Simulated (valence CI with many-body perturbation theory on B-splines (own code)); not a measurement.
## E1 line list for La L

Method: configuration interaction combined with many-body perturbation theory (CI+MBPT): six valence electrons over a frozen Dirac-Fock core [He], a basis of 9 s, 9 p, 8 d, 6 f, 3 g, 1 h functions for each j, with the one-electron correlation potential Σ1 (screened to all orders), the two-electron term Σ2, the three-electron term Σ3, Breit, model QED; selected single and double excitations, second order for the rest, scaled by the run's own slope (own B-spline code, finite nucleus).

No measured spectrum was set against this ion. As an estimate, large intervals hold to a few tenths of a per cent, small ones and those within an open d or f shell to about a per cent. Among the levels kept, up to 2300 cm⁻¹ of a level comes from second order outside the variational space, and about a tenth of that is noise between levels of different J, which matters for small intervals.

Lines 1 to 50 of 221 in falling wavelength, among levels below 5767.1 eV, chosen from the strongest by gf and those to the six lowest levels. Wavelengths and rates use the calculated energies. Electric multipoles are in the length gauge with retardation, E1 and E2 with the static RPA response of the core. Weak lines are less certain than strong ones. Lines between different terms over intervals too small for the method are left out, as are lines whose strength nearly cancels. The highest levels of a list are the least certain.

Levels are named by their leading jj configuration (3d3/2^4 stands for four electrons in 3d with j = 3/2), which in mixed levels can hold well under half, so a name can repeat and another be missing. Letters in brackets count levels of one name in rising energy.

| λ vac (nm) | Upper | Lower | A (s⁻¹) | log gf | Branch % |
| --- | --- | --- | --- | --- | --- |
| 16.34 | (2s 2p1/2^2 2p3/2^2 3p1/2) J=2 | (2s 2p1/2^2 2p3/2^2 3s) J=3 | 3.03e+09 | -1.22 | 0.0 |
| 16.31 | (2s^2 2p1/2 2p3/2^2 3p1/2) J=3 | (2s^2 2p1/2 2p3/2^2 3s) J=2 [b] | 4.18e+09 | -0.93 | 1.1 |
| 16.05 | (2s^2 2p1/2 2p3/2^2 3p1/2) J=1 [b] | (2s^2 2p1/2 2p3/2^2 3s) J=1 [b] | 5.38e+09 | -1.21 | 1.2 |
| 16.03 | (2s^2 2p1/2^2 2p3/2 3p1/2) J=2 | (2s^2 2p1/2^2 2p3/2 3s) J=1 | 3.95e+09 | -1.12 | 0.8 |
| 15.60 | (2s^2 2p1/2 2p3/2^2 3p1/2) J=2 [a] | (2s^2 2p1/2 2p3/2^2 3s) J=1 [a] | 3.47e+09 | -1.20 | 1.3 |
| 15.36 | (2s^2 2p1/2 2p3/2^2 3p1/2) J=1 [a] | (2s^2 2p1/2 2p3/2^2 3s) J=2 [a] | 7.69e+09 | -1.09 | 4.2 |
| 15.17 | (2s^2 2p1/2 2p3/2^2 3p1/2) J=3 | (2s^2 2p1/2 2p3/2^2 3s) J=3 | 4.46e+09 | -0.97 | 1.2 |
| 15.05 | (2s^2 2p1/2^2 2p3/2 3p1/2) J=1 | (2s^2 2p1/2^2 2p3/2 3s) J=2 | 8.25e+09 | -1.08 | 2.4 |
| 14.72 | (2s^2 2p1/2^2 2p3/2 3p1/2) J=2 | (2s^2 2p1/2^2 2p3/2 3s) J=2 | 5.90e+09 | -1.02 | 1.2 |
| 14.30 | (2s^2 2p1/2 2p3/2^2 3d3/2) J=2 [b] | (2s 2p1/2^2 2p3/2^2 3s) J=3 | 3.82e+09 | -1.23 | 0.0 |
| 14.07 | (2s^2 2p1/2 2p3/2^2 3p1/2) J=2 [a] | (2s^2 2p1/2 2p3/2^2 3s) J=2 [a] | 5.44e+09 | -1.09 | 2.0 |
| 13.53 | (2s^2 2p1/2 2p3/2^2 3d3/2) J=3 [b] | (2s 2p1/2^2 2p3/2^2 3s) J=3 | 4.50e+09 | -1.06 | 0.0 |
| 13.34 | (2s^2 2p1/2 2p3/2^2 3d3/2) J=4 | (2s^2 2p1/2 2p3/2^2 3p3/2) J=4 | 1.81e+09 | -1.36 | 1.4 |
| 13.13 | (2s^2 2p1/2^2 2p3/2 3d3/2) J=3 | (2s^2 2p1/2^2 2p3/2 3p3/2) J=3 | 2.65e+09 | -1.32 | 0.4 |
| 12.25 | (2s^2 2p1/2 2p3/2^2 3p1/2) J=2 [b] | (2s^2 2p1/2 2p3/2^2 3s) J=2 [b] | 3.91e+09 | -1.36 | 0.4 |
| 11.60 | (2s^2 2p1/2 2p3/2^2 3p1/2) J=2 [b] | (2s^2 2p1/2 2p3/2^2 3s) J=3 | 1.48e+10 | -0.83 | 1.4 |
| 11.35 | (2s^2 2p1/2 2p3/2^2 3p1/2) J=0 | (2s^2 2p1/2 2p3/2^2 3s) J=1 [b] | 2.51e+10 | -1.31 | 2.6 |
| 11.22 | (2s^2 2p1/2^2 2p3/2 3d5/2) J=2 | (2s^2 2p1/2^2 2p3/2 3p3/2) J=2 | 7.77e+09 | -1.13 | 0.0 |
| 11.03 | (2s^2 2p1/2^2 2p3/2 3d5/2) J=1 | (2s^2 2p1/2^2 2p3/2 3p3/2) J=0 | 1.17e+10 | -1.19 | 0.0 |
| 10.24 | (2s^2 2p1/2 2p3/2^2 3d5/2) J=4 [b] | (2s^2 2p1/2 2p3/2^2 3p3/2) J=4 | 6.04e+09 | -1.07 | 13.5 |
| 10.22 | (2s^2 2p3/2^4) J=0 | (2s 2p1/2^2 2p3/2^3) J=1 | 2.80e+08 | -3.36 | 14.3 |
| 10.13 | (2s^2 2p1/2^2 2p3/2 3d5/2) J=4 | (2s^2 2p1/2^2 2p3/2 3p3/2) J=3 | 2.95e+10 | -0.39 | 77.5 |
| 10.09 | (2s^2 2p1/2 2p3/2^2 3d5/2) J=5 | (2s^2 2p1/2 2p3/2^2 3p3/2) J=4 | 2.95e+10 | -0.30 | 95.7 |
| 10.08 | (2s^2 2p1/2^2 2p3/2 3d5/2) J=3 | (2s^2 2p1/2^2 2p3/2 3p3/2) J=2 | 2.50e+10 | -0.57 | 0.0 |
| 10.03 | (2s^2 2p1/2 2p3/2^2 3d5/2) J=3 | (2s^2 2p1/2 2p3/2^2 3p3/2) J=2 [a] | 2.20e+10 | -0.63 | 0.1 |
| 9.932 | (2s^2 2p1/2 2p3/2^2 3d5/2) J=4 [b] | (2s^2 2p1/2 2p3/2^2 3p3/2) J=3 [b] | 2.15e+10 | -0.54 | 48.1 |
| 9.848 | (2s^2 2p1/2 2p3/2^2 3d5/2) J=4 [a] | (2s^2 2p1/2 2p3/2^2 3p3/2) J=3 [a] | 2.81e+10 | -0.43 | 77.3 |
| 9.719 | (2s^2 2p1/2 2p3/2^2 3d5/2) J=3 | (2s^2 2p1/2 2p3/2^2 3p3/2) J=3 [a] | 5.58e+09 | -1.26 | 0.0 |
| 9.494 | (2s^2 2p1/2^2 2p3/2 3d5/2) J=2 | (2s^2 2p1/2^2 2p3/2 3p3/2) J=1 | 2.09e+10 | -0.85 | 0.0 |
| 8.946 | (2s^2 2p1/2 2p3/2^2 3d5/2) J=1 | (2s^2 2p1/2 2p3/2^2 3p3/2) J=0 | 1.35e+10 | -1.31 | 0.0 |
| 8.654 | (2s^2 2p1/2^2 2p3/2 3d5/2) J=3 | (2s^2 2p1/2^2 2p3/2 3p3/2) J=3 | 5.99e+09 | -1.33 | 0.0 |
| 8.213 | (2s^2 2p1/2^2 2p3/2 3d5/2) J=1 | (2s^2 2p1/2^2 2p3/2 3p3/2) J=1 | 2.49e+10 | -1.12 | 0.0 |
| 6.498 | (2s^2 2p1/2 2p3/2^2 3p3/2) J=1 [a] | (2s^2 2p1/2 2p3/2^2 3s) J=2 [b] | 7.19e+10 | -0.86 | 13.1 |
| 6.394 | (2s^2 2p1/2 2p3/2^2 3p3/2) J=3 [b] | (2s^2 2p1/2 2p3/2^2 3s) J=2 [b] | 5.94e+10 | -0.59 | 4.3 |
| 6.361 | (2s^2 2p1/2 2p3/2^2 3p3/2) J=2 [a] | (2s^2 2p1/2 2p3/2^2 3s) J=1 [a] | 5.83e+10 | -0.75 | 3.2 |
| 6.279 | (2s^2 2p1/2^2 2p3/2 3p3/2) J=1 | (2s^2 2p1/2^2 2p3/2 3s) J=1 | 1.16e+11 | -0.69 | 25.5 |
| 6.278 | (2s^2 2p1/2 2p3/2^2 3p3/2) J=0 | (2s^2 2p1/2 2p3/2^2 3s) J=1 [a] | 1.38e+11 | -1.09 | 30.6 |
| 6.216 | (2s^2 2p1/2 2p3/2^2 3d3/2) J=3 [a] | (2s^2 2p1/2 2p3/2^2 3p1/2) J=3 | 1.11e+10 | -1.34 | 0.0 |
| 6.214 | (2s^2 2p1/2 2p3/2^2 3p3/2) J=3 [a] | (2s^2 2p1/2 2p3/2^2 3s) J=2 [a] | 1.14e+11 | -0.34 | 7.8 |
| 6.212 | (2s^2 2p1/2 2p3/2^2 3p3/2) J=3 [b] | (2s^2 2p1/2 2p3/2^2 3s) J=3 | 5.36e+10 | -0.66 | 3.9 |
| 6.104 | (2s^2 2p1/2 2p3/2^2 3d3/2) J=2 [b] | (2s^2 2p1/2 2p3/2^2 3p1/2) J=2 [b] | 5.90e+10 | -0.78 | 0.0 |
| 6.098 | (2s^2 2p1/2 2p3/2^2 3p3/2) J=4 | (2s^2 2p1/2 2p3/2^2 3s) J=3 | 1.62e+11 | -0.09 | 33.2 |
| 6.092 | (2s^2 2p1/2 2p3/2^2 3p3/2) J=2 [a] | (2s^2 2p1/2 2p3/2^2 3s) J=2 [a] | 7.12e+10 | -0.70 | 3.9 |
| 6.090 | (2s^2 2p1/2 2p3/2^2 3d3/2) J=1 [b] | (2s^2 2p1/2 2p3/2^2 3p1/2) J=2 [b] | 6.21e+10 | -0.99 | 0.0 |
| 6.076 | (2s^2 2p1/2 2p3/2^2 3p3/2) J=1 [c] | (2s^2 2p1/2 2p3/2^2 3s) J=1 [b] | 3.43e+10 | -1.25 | 0.8 |
| 6.072 | (2s^2 2p1/2^2 2p3/2 3p3/2) J=3 | (2s^2 2p1/2^2 2p3/2 3s) J=2 | 1.64e+11 | -0.20 | 40.6 |
| 6.068 | (2s^2 2p1/2^2 2p3/2 3p3/2) J=1 | (2s^2 2p1/2^2 2p3/2 3s) J=2 | 3.07e+10 | -1.29 | 6.7 |
| 6.062 | (2s^2 2p1/2 2p3/2^2 3p3/2) J=2 [c] | (2s^2 2p1/2 2p3/2^2 3s) J=1 [b] | 6.75e+10 | -0.73 | 0.2 |
| 5.989 | (2s^2 2p1/2 2p3/2^2 3p3/2) J=1 [c] | (2s^2 2p1/2 2p3/2^2 3s) J=0 | 8.68e+10 | -0.85 | 1.9 |
| 5.959 | (2s^2 2p1/2 2p3/2^2 3d3/2) J=3 [b] | (2s^2 2p1/2 2p3/2^2 3p1/2) J=2 [b] | 5.70e+10 | -0.67 | 0.1 |
